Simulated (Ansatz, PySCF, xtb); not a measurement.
Reaction (SMILES): O=[PH2+] -> [OH+]=P
Geometries: B3LYP-D3(BJ)/def2-TZVP minima from Ansatz (a program for electronic structure). Unstable Hartree-Fock reference: O=[PH2+], [OH+]=P.

Property: isomerisation energy (enthalpy at 298 K, with B3LYP-D3(BJ) rigid-rotor harmonic-oscillator terms from PySCF), in kJ/mol. Valence correlation only, unless marked. Spin-orbit coupling is left out. No relativistic terms. CBS(X,Y): correlation extrapolated as X^-3; Hartree-Fock from the larger set.

| level | program | isomerisation energy (kJ/mol) | minus last row |
|---|---|---|---|
| GFN2-xTB | xtb | -55.9 | 23.2 |
| HF/def2-SVP | Ansatz | -125.5 | -46.4 |
| PBE0-D4/def2-TZVPD | Ansatz + dftd4 | -82.8 | -3.7 |
| HSE06-D3(BJ)/def2-TZVPD | Ansatz + dftd3 | -82.6 | -3.5 |
| LC-wPBE-D3(BJ)/def2-TZVPD | Ansatz + dftd3 | -82.6 | -3.5 |
| CCSD(T)/def2-QZVPP | Ansatz | -80.5 | -1.4 |
| CCSD(T)/CBS(cc-pV(T+d)Z,cc-pV(Q+d)Z) | Ansatz | -79.1 | 0.0 |
